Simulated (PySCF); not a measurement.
## Dipole moment and polarisability of Mo(CMe)F3

Compound: Mo(CMe)F3, C₂H₃F₃Mo (singlet state).
Structure used (PBE0-D3(BJ)/def2-SVP), in Å, numbered top down from 1:
```
atom  x, y, z in Å
Mo1   -0.0164    0.0139   -1.5831
C2     0.0042   -0.0039    0.1232
C3     0.0169   -0.0139    1.5859
H4     0.5541    0.8667    1.9740
H5    -1.0116    0.0049    1.9814
H6     0.5175   -0.9205    1.9631
F7     1.7801    0.0265   -2.0372
F8    -0.9323    1.5742   -1.9848
F9    -0.9123   -1.5478   -2.0225
```

Level: PBE0/def2-SVPD (PySCF), static field, nuclei fixed, core orbitals frozen in the response. The polarisability tensor in these axes (au):

```
x   51.77 -0.02  0.32
y   -0.02 51.78 -0.25
z    0.32 -0.25 82.14
```

Diagonalise the tensor; give its mean and Δα, where Δα² is half the sum of the squared differences of the eigenvalues.

Principal values 51.75, 51.79 and 82.14 au; mean 61.90 au = 9.17 Å³ = 10.21 × 10⁻⁴⁰ C²·m²/J; Δα = 30.37 au (49 % of the mean).

What is the dipole moment, and where does it point?

(0.02, -0.01, 2.48) D, 2.48 D in size, pointing from the negative to the positive side. Measured along this direction, the outermost atoms are F9, F7 and F8 at the negative end and H4, H5 and H6 at the positive end.

Find the Langevin capture rate constant for O2+ (31.990 u) meeting this molecule (181.924 u), k = 2.342 × 10⁻⁹ cm³/s × √(α in Å³ / reduced mass in u).

The reduced mass is 27.21 u, so k = 1.36 × 10⁻⁹ cm³/s. The formula leaves out the permanent dipole, which adds to the capture rate.

In a dilute gas of rigid molecules at 250 K, how does the orientational term μ²/3kT compare with the electronic polarisability?

In Gaussian units μ²/3kT = 59.55 Å³ against 9.17 Å³, a ratio of 6.49; the Debye molar polarisation (4π/3)N_A(α + μ²/3kT) is 173.3 cm³/mol, leaving out the vibrational part.

Refractivity n − 1 of an ideal gas of it at 273.15 K and 1 atm, from the electronic α?

N = p/kT = 2.6868 × 10¹⁹ cm⁻³, so n − 1 = 2π × N × 9.17 × 10⁻²⁴ cm³ = 1548 × 10⁻⁶ at long wavelengths, for an ideal gas.

Rayleigh depolarisation ratio (linearly polarised light, static tensor)?

ρ = 3Δα²/(45ᾱ² + 4Δα²) = 2766.9/(172399 + 3689.2) = 0.0157.

In TDDFT the mean static polarisability is Σ f/ω² over all singlet excitations (ω in hartree). How much of it do the 10 lowest give? Their energies (eV) and oscillator strengths: 3.41, 0.0000; 3.75, 0.0108; 3.78, 0.0007; 3.78, 0.0006; 5.13, 0.0146; 5.13, 0.0146; 5.19, 0.0002; 5.51, 0.0019; 5.51, 0.0022; 6.55, 0.0001.

They add up to 1.57 au, 2.5 % of the 61.90 au; the largest single term is 0.57 au, from the state at 3.75 eV. Terms in order: 0.00, 0.57, 0.03, 0.03, 0.41, 0.41, 0.00, 0.05, 0.05, 0.00 au. Higher excitations give the rest. The strengths listed sum to 0.046.

Isolated species at its PBE0-D3(BJ)/def2-SVP geometry, gas phase. Atoms past krypton carry effective core potentials; spin–orbit coupling is left out.
